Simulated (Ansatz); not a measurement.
Species: [Mo(Cl)4(NH2)2] (charge 0, multiplicity 1), formula H4Cl4MoN2.

Question: How many basis functions does frozen-core CCSD(T)/def2-TZVPP // TPSS-D3(BJ)/def2-SVP run with Ansatz (a program for electronic structure) use, how many core orbitals are frozen, and how many electrons are correlated?

Answer: 342 basis functions and 22 frozen orbitals, which leaves 56 correlated electrons. Core time is of the order of hours.
